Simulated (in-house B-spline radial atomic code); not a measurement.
Orbital energies and mean radii along the 49-electron series, configuration [Kr] 4d10 4f3. The effective charge is n√(-2ε), a non-relativistic measure. Computed with a B-spline radial code for spherical atoms: Dirac-Hartree-Fock, average of the configuration, finite nuclei.

```tsv
ion	Z	energy of 4d3/2 (Eh)	mean radius of 4d3/2 (bohr)	energy of 4d5/2 (Eh)	mean radius of 4d5/2 (bohr)	effective charge of 4d3/2
Au30+	79	-49.116	0.40906	-48.268	0.41692	39.645
Hg31+	80	-51.778	0.40057	-50.868	0.40844	40.705
Tl32+	81	-54.507	0.39242	-53.532	0.4003	41.764
Pb33+	82	-57.304	0.38459	-56.26	0.39248	42.822
Bi34+	83	-60.169	0.37706	-59.051	0.38497	43.879
```

Task: How does the screening of 4d3/2 change?

Result: Z less the effective charge goes from 39.36 at Z = 79 to 39.12 at Z = 83.
